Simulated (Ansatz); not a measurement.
One geometry of B2Mo2, several levels of theory.

```yaml
crystal:
  periodic: [false, false, false]
  atoms:
    - {symbol: Mo, position_ang: [-1.083175, -0.483087, -0.560947]}
    - {symbol: Mo, position_ang: [-0.184941, 0.306609, 1.262148]}
    - {symbol: B, position_ang: [0.383966, 0.928584, -0.591390]}
    - {symbol: B, position_ang: [0.884150, -0.752105, -0.109812]}
basis:
  gaussian: {orbitals: def2-TZVP, initial_orbitals: start.molden}
magnetization: {spin_polarized: true, initial_magnetization: 2}
hamiltonian: {xc: {name: CAM-B3LYP}, dispersion: d4}
scf: {omitted_lower_state_checks: [starts]}
output: {orbitals: {seedname: orbitals}}
```

The file start.molden holds the orbitals of an earlier run on this structure, at another level or in another basis.

```sh
$ ansatz run in.yaml --threads 4 --pin off --events-out ev --progress --plain --max-ram 3916MiB
```

Shortened log:

```
Functional definition: CAM-B3LYP
1080 factors; their error is unknown
280 factors; integrals over basis functions are off by at most 9.2e-6 eV
mean field evaluation 1: about -5054.1184 eV, gradient 3.4e0 eV
mean field evaluation 2: about -5054.1713 eV, gradient 8.1e-2 eV
mean field evaluation 4: about -5054.2700 eV, gradient 1.9e-3 eV
mean field evaluation 8: about -5054.2700 eV, gradient 3.2e-5 eV
mean field -5054.27003083 eV, -185.7409977256 hartree, gradient 3.2e-5 eV, S^2 2.088643; 0 other end points of the search recorded, 0 dependent functions left out
reference -5054.27012697 eV, -185.7410012588 hartree; 20, 18 occupied and 122, 124 virtual orbitals, 1080 factors
Total energy: -5054.43052619 eV, -185.7468958215 hartree
Checks for a lower state left out: starts
```

It took 9.5 s on 4 threads of Arm Neoverse V1 on a shared host, peak host memory 0.58 GiB.

First input, but with `hamiltonian: {xc: {text: "exchange = 0.65*pbe_x + 0.35*exact_x\ncorrelation = pbe_c"}}` (abridged; 8.5 s):

```
Functional definition: unnamed
mean field -5055.58761897 eV, -185.7894181967 hartree, gradient 2.2e-5 eV, S^2 2.093733
Total energy: -5055.58764658 eV, -185.7894192116 hartree
Checks for a lower state left out: starts
```

The first input with `hamiltonian: {xc: pbe0, dispersion: d4}` (abridged; 5.5 s):

```
Functional definition: PBE0
mean field -5056.76001092 eV, -185.8325028063 hartree, gradient 1.9e-5 eV, S^2 2.067910
Total energy: -5056.91176189 eV, -185.8380795517 hartree
Checks for a lower state left out: starts
```

As the first input, with `hamiltonian: {xc: pbe}`, `correlation: {method: rpa}` and without the key `output` (abridged; 4.5 s):

```
Functional definition: PBE
mean field -5059.88062009 eV, -185.9471830779 hartree, gradient 1.9e-6 eV, S^2 2.025356
2 core orbitals not correlated: weight in the atoms' cores, before any rotation towards them, 1.000 or more for the frozen orbitals, at most 0.000 for the correlated occupied ones
Total energy: -5051.37580774 eV, -185.6346369891 hartree
Checks for a lower state left out: starts
```

First input, but with `hamiltonian: {xc: {text: "exchange = 0.85*pbe_x + 0.15*exact_x\ncorrelation = pbe_c"}}` (abridged; 3.3 s):

```
Functional definition: unnamed
mean field -5057.97607917 eV, -185.8771924901 hartree, gradient 2.3e-5 eV, S^2 2.047390
Total energy: -5057.97611505 eV, -185.8771938088 hartree
Checks for a lower state left out: starts
```

First input, but with `hamiltonian: {xc: r2scan, dispersion: d4}` (abridged; 7.5 s):

```
Functional definition: r2SCAN
mean field -5060.92810635 eV, -185.9856774882 hartree, gradient 2.5e-5 eV, S^2 2.074405
Total energy: -5060.96019939 eV, -185.9868568854 hartree
Checks for a lower state left out: starts
```

The first input with `hamiltonian: {xc: {text: "exchange = 0.90*pbe_x + 0.10*exact_x\ncorrelation = pbe_c"}}` (abridged; 3.1 s):

```
Functional definition: unnamed
mean field -5058.60028431 eV, -185.9001316059 hartree, gradient 2.0e-5 eV, S^2 2.038961
Total energy: -5058.60032223 eV, -185.9001329996 hartree
Checks for a lower state left out: starts
```

Geometry: r2SCAN-D4/def2-TZVP.

In the def2 sets Mo takes a core potential; there is no spin–orbit coupling. Correlated methods freeze 2 core orbitals; core or outer-core shells of Mo are correlated, in sets that lack core-valence functions. At PBE0-D4/def2-TZVP a broken-symmetry singlet of charge 0 lies 0.23 eV below the triplet, each at its own geometry. The structure comes from a short search, and lower isomers may exist.
